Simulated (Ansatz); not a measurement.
A nudged elastic band was laid between two geometries of C2H9FN2Si (15 atoms, charge 0, multiplicity 1).

Method: RHF/def2-SVP in Ansatz 0.2.0.

```json
{
 "movable images": "8",
 "climbing image": "no",
 "spring": "5.0 eV/Å²",
 "optimiser": "quadratic models (default)",
 "start path": "IDPP",
 "force threshold": "0.05 eV/Å",
 "iteration limit": "60",
 "end points": "relaxed"
}
```

Initial state:

```xyz
15
Properties=species:S:1:pos:R:3
C -0.120 -1.209 1.299
C 0.348 -0.543 0.018
N 1.703 -0.843 -0.244
F -0.469 -1.036 -0.992
N 0.144 0.870 -0.013
Si -1.128 1.715 -0.841
H 0.024 -2.290 1.248
H -1.179 -1.007 1.449
H 0.442 -0.817 2.146
H 1.996 -0.449 -1.119
H 1.882 -1.831 -0.245
H 0.819 1.380 0.520
H -0.984 3.129 -0.422
H -1.025 1.650 -2.317
H -2.473 1.230 -0.458
```

Final state:

```xyz
15
Properties=species:S:1:pos:R:3
C -0.142 -1.304 1.214
C 0.286 -0.621 -0.074
N 1.583 -1.055 -0.456
F -0.590 -1.019 -1.052
N 0.131 0.809 -0.036
Si -1.111 1.736 -0.820
H -0.036 -2.384 1.119
H -1.182 -1.063 1.422
H 0.467 -0.957 2.050
H 1.991 -0.453 -1.147
H 2.208 -1.162 0.319
H 0.766 1.272 0.582
H -0.891 3.128 -0.358
H -1.023 1.708 -2.297
H -2.478 1.315 -0.436
```

Problem. Which bonds break or form, and what moves?

Solution. No bond is made or broken. The height of N3 over the plane of its neighbours goes from -0.34 to 0.33 Å.

Problem. What energy profile does the band end with?

Solution. The run converged. The highest image is number 5 of 0 to 9, 0.224 eV above the first end and 0.017 eV above the last; the last end lies 0.207 eV above the first. No image climbed, so the highest image needn't sit at the top of the path.

| image | path coordinate (Å) | energy (eV) | height of N3 over the plane of its neighbours (Å) |
| --- | --- | --- | --- |
| 0 | 0.00 | 0.000 | -0.34 |
| 1 | 0.15 | 0.003 | -0.34 |
| 2 | 0.31 | 0.023 | -0.30 |
| 3 | 0.46 | 0.089 | -0.20 |
| 4 | 0.61 | 0.179 | -0.06 |
| 5 | 0.77 | 0.224 | 0.09 |
| 6 | 0.92 | 0.219 | 0.23 |
| 7 | 1.08 | 0.213 | 0.28 |
| 8 | 1.23 | 0.209 | 0.30 |
| 9 | 1.39 | 0.207 | 0.33 |

Problem. What is the geometry of the highest image?

Solution. 
```xyz
15
Properties=species:S:1:pos:R:3:forces:R:3
C -0.128 -1.269 1.233 0.00 0.00 -0.01
C 0.292 -0.588 -0.058 0.00 0.03 0.01
N 1.592 -0.955 -0.417 0.00 0.02 0.02
F -0.616 -1.009 -1.020 0.02 0.00 0.02
N 0.128 0.837 -0.046 0.03 0.00 0.01
Si -1.133 1.747 -0.815 -0.01 0.00 -0.02
H -0.028 -2.351 1.141 0.00 0.00 0.01
H -1.168 -1.031 1.447 -0.01 0.00 0.00
H 0.491 -0.920 2.060 0.00 0.00 0.00
H 2.099 -0.376 -1.049 0.01 0.00 -0.01
H 2.098 -1.623 0.118 0.00 -0.06 -0.04
H 0.821 1.311 0.496 -0.01 0.02 0.00
H -0.905 3.145 -0.373 -0.01 0.00 0.00
H -1.079 1.712 -2.293 0.00 0.00 0.00
H -2.487 1.320 -0.396 -0.01 0.01 0.00
```

The band took 6 iterations and about 4 core-minutes.

The run took 110 s on 2 threads of Arm Neoverse V2, with other jobs on the host, peak memory 0.35 GiB.
